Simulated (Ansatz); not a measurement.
Ansatz (a program for electronic structure) input (CCSD(T)/def2-SVPD):

Ansatz 0.2 input:
```yaml
crystal:
  periodic: [false, false, false]
  atoms:
    - {symbol: Si, position_ang: [-0.24507858, -0.01370956, -0.19547957]}
    - {symbol: Br, position_ang: [0.09214517, -1.75793710, 1.13531399]}
    - {symbol: Br, position_ang: [-0.01203455, 1.83282145, 1.01409672]}
    - {symbol: Br, position_ang: [1.19928679, -0.02780393, -1.85434430]}
    - {symbol: O, position_ang: [-1.71810254, -0.07854398, -0.85005228]}
    - {symbol: C, position_ang: [-2.95994866, -0.09072614, -0.14361848]}
    - {symbol: H, position_ang: [-3.75185067, -0.13881752, -0.88760820]}
    - {symbol: H, position_ang: [-3.01988068, -0.96288761, 0.50963224]}
    - {symbol: H, position_ang: [-3.07156556, 0.81853304, 0.44949483]}
basis:
  gaussian:
    orbitals: def2-SVPD
magnetization: {spin_polarized: false}
correlation: {method: ccsd_t, electrons: outside_noble_gas}
output: {forces: true}
```

Output:

```
Functional definition: HF
integrals: 1.16 GiB planned
2070 factors; integrals over basis functions are off by at most 1.0e-3 eV
1.40 GiB of device memory are held for the factors and their scratch space
mean field: 2.54 GiB planned
mean field evaluation 1: about -220946.1691 eV, gradient 3.4e1 eV
mean field evaluation 2: about -220946.3395 eV, gradient 3.5e1 eV
mean field evaluation 4: about -220949.2136 eV, gradient 3.2e0 eV
mean field evaluation 8: about -220949.2557 eV, gradient 2.8e-1 eV
mean field evaluation 16: about -220946.1674 eV, gradient 3.4e1 eV
mean field -220949.25597888 eV, -8119.7353924390 hartree, gradient 2.6e-6 eV, S^2 0.000000; 0 other end points of the search recorded, 0 dependent functions left out
49 core orbitals not correlated
reference -220949.25597888 eV, -8119.7353924390 hartree; 19, 19 occupied and 146, 146 virtual orbitals, 2070 factors
densities: 10.32 GiB planned
second order -22.05974465 eV of doubles, -0.00000000 eV of singles
coupled cluster: 3.80 GiB planned
cycle   1  -22.76568689 eV  change   -7.1e-1 eV  update   1.1e-1
cycle   2  -23.27297082 eV  change   -5.1e-1 eV  update   3.1e-2
cycle   3  -23.39051603 eV  change   -1.2e-1 eV  update   1.6e-2
cycle   4  -23.38675891 eV  change    3.8e-3 eV  update   3.4e-3
cycle   5  -23.38420440 eV  change    2.6e-3 eV  update   1.5e-3
cycle   6  -23.38428451 eV  change   -8.0e-5 eV  update   4.4e-4
cycle   7  -23.38419138 eV  change    9.3e-5 eV  update   1.5e-4
cycle   8  -23.38417293 eV  change    1.8e-5 eV  update   4.8e-5
cycle   9  -23.38418423 eV  change   -1.1e-5 eV  update   1.7e-5
cycle  10  -23.38418124 eV  change    3.0e-6 eV  update   5.9e-6
perturbative correction -0.76667631 eV, -0.0281748346 hartree
the calculation of the forces begins
1.40 GiB of device memory are held for the factors and their scratch space
Total energy: -220973.40683642 eV, -8120.6229200838 hartree
Atom 0 at    -0.245079    -0.013710    -0.195480 Å, force     0.885972     0.039633     0.412578 eV/Å
Atom 1 at     0.092145    -1.757937     1.135314 Å, force     0.025857    -0.174027     0.143387 eV/Å
Atom 2 at    -0.012035     1.832821     1.014097 Å, force     0.015455     0.184498     0.131284 eV/Å
Atom 3 at     1.199287    -0.027804    -1.854344 Å, force     0.141932    -0.002475    -0.195288 eV/Å
Atom 4 at    -1.718103    -0.078544    -0.850052 Å, force    -0.931166    -0.045409    -0.544847 eV/Å
Atom 5 at    -2.959949    -0.090726    -0.143618 Å, force     0.194268     0.000199    -0.161079 eV/Å
Atom 6 at    -3.751851    -0.138818    -0.887608 Å, force    -0.289006    -0.016537    -0.241477 eV/Å
Atom 7 at    -3.019881    -0.962888     0.509632 Å, force    -0.012147    -0.320656     0.238784 eV/Å
Atom 8 at    -3.071566     0.818533     0.449495 Å, force    -0.031163     0.334774     0.216658 eV/Å
Dipole moment:    -0.387125    -0.008509     0.080659 e Å
```
